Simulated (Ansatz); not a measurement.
Steps of a relaxation of `CC[CH](F)[AlH2]` with RKS PBE0-D4/def2-TZVP.

```sh
$ ansatz run in.yaml --threads 4 --pin off --events-out ev --progress --plain --max-ram 10444MiB
```

```yaml
crystal:
  periodic: [false, false, false]
  atoms:
    - {symbol: C, position_ang: [-1.898273, 0.373415, -0.195591]}
    - {symbol: C, position_ang: [-0.484458, 0.395270, 0.393417]}
    - {symbol: C, position_ang: [0.498601, -0.509740, -0.351300]}
    - {symbol: F, position_ang: [0.529633, -0.130682, -1.722995]}
    - {symbol: Al, position_ang: [2.392185, -0.435498, 0.302586]}
    - {symbol: H, position_ang: [-2.571998, 1.079085, 0.330783]}
    - {symbol: H, position_ang: [-2.344822, -0.640667, -0.128262]}
    - {symbol: H, position_ang: [-1.867582, 0.657381, -1.265751]}
    - {symbol: H, position_ang: [-0.504858, 0.074093, 1.459976]}
    - {symbol: H, position_ang: [-0.102405, 1.441176, 0.393626]}
    - {symbol: H, position_ang: [0.099928, -1.554352, -0.323376]}
    - {symbol: H, position_ang: [2.867223, -1.367521, 1.519785]}
    - {symbol: H, position_ang: [3.407324, 0.583442, -0.397999]}
basis:
  gaussian: {orbitals: def2-TZVP}
hamiltonian: {xc: pbe0, dispersion: d4}
relax: {f_tol: 0.005, max_steps: 150}
```

Positions (Å) and forces (eV/Å) along the path, 11 of 16 steps:

```xyz
13
step=1 energy=-12547.5177 eV
C    -1.898    0.373   -0.196   -0.203   -0.046   -0.150
C    -0.484    0.395    0.393    0.106    0.211    0.179
C     0.499   -0.510   -0.351   -0.187   -0.237    0.069
F     0.530   -0.131   -1.723   -0.065   -0.123    0.339
Al    2.392   -0.435    0.303    0.018    0.028   -0.011
H    -2.572    1.079    0.331    0.347   -0.333   -0.236
H    -2.345   -0.641   -0.128    0.234    0.480   -0.019
H    -1.868    0.657   -1.266   -0.045   -0.125    0.524
H    -0.505    0.074    1.460    0.014    0.115   -0.514
H    -0.102    1.441    0.394   -0.188   -0.492   -0.020
H     0.100   -1.554   -0.323    0.182    0.545   -0.108
H     2.867   -1.368    1.520   -0.086    0.111   -0.148
H     3.407    0.583   -0.398   -0.126   -0.133    0.096
13
step=2 energy=-12547.5553 eV
C    -1.887    0.367   -0.193   -0.064   -0.012   -0.032
C    -0.477    0.401    0.386    0.052    0.029    0.064
C     0.498   -0.506   -0.350   -0.088   -0.049   -0.032
F     0.523   -0.130   -1.717   -0.001   -0.029    0.074
Al    2.382   -0.434    0.304   -0.044   -0.008   -0.010
H    -2.552    1.058    0.339    0.090   -0.095   -0.066
H    -2.318   -0.641   -0.122    0.069    0.138   -0.005
H    -1.874    0.652   -1.251   -0.007   -0.038    0.157
H    -0.493    0.083    1.441   -0.011    0.049   -0.141
H    -0.103    1.437    0.378   -0.049   -0.157   -0.011
H     0.095   -1.535   -0.334    0.075    0.173   -0.001
H     2.832   -1.362    1.516   -0.014    0.016   -0.013
H     3.395    0.574   -0.384   -0.010   -0.018    0.017
13
step=3 energy=-12547.5592 eV
C    -1.885    0.363   -0.188    0.001    0.001    0.007
C    -0.473    0.403    0.379    0.007   -0.006   -0.017
C     0.498   -0.500   -0.358    0.014    0.010   -0.029
F     0.524   -0.127   -1.724   -0.010    0.000    0.034
Al    2.373   -0.436    0.306   -0.002    0.007    0.001
H    -2.546    1.046    0.349   -0.006    0.003    0.008
H    -2.306   -0.643   -0.115   -0.003   -0.013    0.002
H    -1.882    0.650   -1.240   -0.004    0.003   -0.012
H    -0.484    0.092    1.431    0.005   -0.001    0.008
H    -0.103    1.435    0.365    0.003    0.015   -0.003
H     0.098   -1.524   -0.340   -0.007   -0.017   -0.004
H     2.812   -1.361    1.522   -0.011   -0.003    0.005
H     3.394    0.568   -0.372    0.013    0.000    0.000
13
step=4 energy=-12547.5597 eV
C    -1.886    0.357   -0.181    0.005   -0.005   -0.020
C    -0.470    0.404    0.373   -0.021   -0.042    0.094
C     0.502   -0.495   -0.370   -0.020    0.078    0.001
F     0.525   -0.101   -1.726    0.011   -0.012   -0.109
Al    2.374   -0.435    0.304   -0.001   -0.012    0.038
H    -2.548    1.032    0.365    0.005   -0.001    0.004
H    -2.300   -0.653   -0.109    0.003   -0.005    0.003
H    -1.897    0.649   -1.232   -0.004    0.001   -0.002
H    -0.473    0.091    1.425    0.001    0.011    0.008
H    -0.107    1.439    0.360    0.021   -0.019   -0.020
H     0.102   -1.520   -0.364   -0.002    0.007    0.007
H     2.774   -1.335    1.552    0.001    0.001    0.001
H     3.424    0.531   -0.383    0.002   -0.002   -0.006
13
step=7 energy=-12547.5618 eV
C    -1.888    0.346   -0.170   -0.001   -0.002    0.003
C    -0.466    0.406    0.369    0.005    0.002    0.000
C     0.507   -0.475   -0.393   -0.012    0.001   -0.008
F     0.526   -0.070   -1.746   -0.002    0.003    0.000
Al    2.369   -0.434    0.307    0.010   -0.002    0.003
H    -2.551    1.010    0.389    0.001   -0.003    0.002
H    -2.287   -0.669   -0.099   -0.002   -0.001    0.001
H    -1.914    0.644   -1.219    0.002    0.000   -0.003
H    -0.451    0.089    1.420    0.000    0.001   -0.001
H    -0.112    1.444    0.353   -0.001    0.000    0.002
H     0.110   -1.501   -0.397    0.005    0.001    0.000
H     2.716   -1.297    1.597   -0.003    0.007   -0.002
H     3.462    0.474   -0.396   -0.001   -0.008    0.004
13
step=10 energy=-12547.5632 eV
C    -1.890    0.334   -0.160   -0.001    0.000    0.000
C    -0.465    0.403    0.369    0.000    0.002   -0.001
C     0.514   -0.453   -0.414    0.003    0.002    0.002
F     0.528   -0.017   -1.757   -0.001    0.001    0.003
Al    2.369   -0.432    0.305    0.000    0.003   -0.006
H    -2.557    0.982    0.412   -0.001   -0.001   -0.001
H    -2.277   -0.687   -0.100    0.000    0.000   -0.001
H    -1.928    0.646   -1.205    0.001    0.001    0.000
H    -0.439    0.070    1.415    0.002   -0.002    0.000
H    -0.123    1.445    0.368   -0.001    0.000    0.000
H     0.122   -1.482   -0.440    0.001   -0.002   -0.001
H     2.652   -1.213    1.661   -0.001    0.001    0.003
H     3.515    0.369   -0.439   -0.001   -0.005    0.000
13
step=11 energy=-12547.5636 eV
C    -1.891    0.328   -0.156   -0.001   -0.006   -0.005
C    -0.467    0.397    0.374    0.003    0.007    0.012
C     0.518   -0.440   -0.424    0.006    0.001   -0.001
F     0.530    0.018   -1.758    0.004   -0.003    0.002
Al    2.371   -0.432    0.301    0.000    0.025    0.003
H    -2.561    0.966    0.424   -0.002    0.001    0.001
H    -2.273   -0.695   -0.109   -0.001   -0.002   -0.001
H    -1.930    0.652   -1.198   -0.001    0.004   -0.003
H    -0.438    0.048    1.413    0.004   -0.002    0.003
H    -0.132    1.442    0.390    0.002   -0.007   -0.003
H     0.131   -1.470   -0.467   -0.003   -0.001   -0.002
H     2.618   -1.141    1.705    0.005    0.004   -0.019
H     3.546    0.292   -0.481   -0.015   -0.022    0.014
13
step=12 energy=-12547.5637 eV
C    -1.892    0.326   -0.157   -0.003   -0.003    0.000
C    -0.470    0.395    0.379    0.002    0.008    0.000
C     0.519   -0.432   -0.424    0.011    0.008    0.002
F     0.531    0.035   -1.756   -0.001   -0.002    0.009
Al    2.372   -0.426    0.300    0.021   -0.010   -0.001
H    -2.566    0.958    0.426   -0.003    0.000    0.000
H    -2.273   -0.699   -0.118    0.002    0.001   -0.001
H    -1.929    0.658   -1.196   -0.001    0.003   -0.001
H    -0.443    0.035    1.415    0.003    0.000   -0.003
H    -0.139    1.440    0.406   -0.001   -0.008   -0.003
H     0.135   -1.463   -0.475    0.002    0.000    0.000
H     2.612   -1.105    1.720   -0.004    0.013   -0.017
H     3.564    0.244   -0.504   -0.027   -0.009    0.015
13
step=14 energy=-12547.5637 eV rejected
C    -1.893    0.327   -0.158    0.009   -0.001   -0.008
C    -0.471    0.395    0.378    0.015   -0.007    0.013
C     0.520   -0.434   -0.421   -0.038   -0.002   -0.012
F     0.531    0.032   -1.752    0.012   -0.003   -0.018
Al    2.373   -0.429    0.301    0.003    0.003    0.005
H    -2.570    0.950    0.431    0.009   -0.002    0.002
H    -2.268   -0.699   -0.130   -0.008   -0.007   -0.002
H    -1.932    0.670   -1.193    0.003   -0.005    0.007
H    -0.443    0.038    1.415   -0.010    0.003    0.007
H    -0.138    1.439    0.401    0.000    0.019    0.007
H     0.136   -1.465   -0.470    0.006    0.005    0.001
H     2.616   -1.102    1.721    0.001    0.000    0.000
H     3.560    0.242   -0.507   -0.001   -0.002    0.000
13
step=15 energy=-12547.5638 eV
C    -1.892    0.326   -0.158    0.000    0.001    0.001
C    -0.470    0.395    0.379    0.000   -0.001   -0.001
C     0.519   -0.433   -0.422    0.004    0.000    0.000
F     0.533    0.033   -1.754   -0.004    0.001    0.002
Al    2.373   -0.428    0.300    0.000    0.001   -0.001
H    -2.568    0.954    0.428   -0.001   -0.001    0.000
H    -2.270   -0.699   -0.125    0.000    0.000    0.000
H    -1.930    0.664   -1.195    0.002    0.001   -0.001
H    -0.444    0.036    1.415    0.000   -0.001    0.000
H    -0.139    1.440    0.406    0.001   -0.001   -0.003
H     0.135   -1.464   -0.473    0.000    0.000    0.000
H     2.614   -1.101    1.721    0.000    0.001    0.000
H     3.559    0.243   -0.507   -0.002   -0.002    0.002
13
step=16 energy=-12547.5638 eV
C    -1.892    0.326   -0.158    0.000    0.001    0.000
C    -0.471    0.394    0.379    0.002   -0.001    0.000
C     0.519   -0.432   -0.423   -0.001   -0.002   -0.002
F     0.532    0.036   -1.754   -0.001    0.000    0.001
Al    2.373   -0.428    0.300    0.003    0.003    0.002
H    -2.569    0.950    0.430    0.000   -0.001    0.000
H    -2.269   -0.700   -0.129    0.000    0.000    0.000
H    -1.930    0.667   -1.193    0.001   -0.001    0.001
H    -0.444    0.034    1.415   -0.001    0.001    0.000
H    -0.139    1.439    0.408    0.000    0.001    0.000
H     0.136   -1.463   -0.474    0.000    0.001    0.000
H     2.613   -1.093    1.725   -0.001    0.000   -0.002
H     3.562    0.233   -0.512   -0.002   -0.002    0.001
```

Run time 56 s (4 threads of an Arm Neoverse V1 on a shared host); peak host memory 0.55 GiB.
